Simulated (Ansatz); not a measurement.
`[SH][Ga][SH]` radical, charge 0, multiplicity 2.

Problem. Give a relaxed structure at PBE0-D4/def2-TZVP (Ansatz). (Estimate.)

Solution. Ansatz gave: 
Cartesian coordinates in Å:
```
S 0.944 1.071 0.789
Ga 0.052 0.060 -0.992
S -1.396 -1.592 -0.593
H 1.682 1.919 0.056
H -1.282 -1.458 0.741
```
Point group Cs.
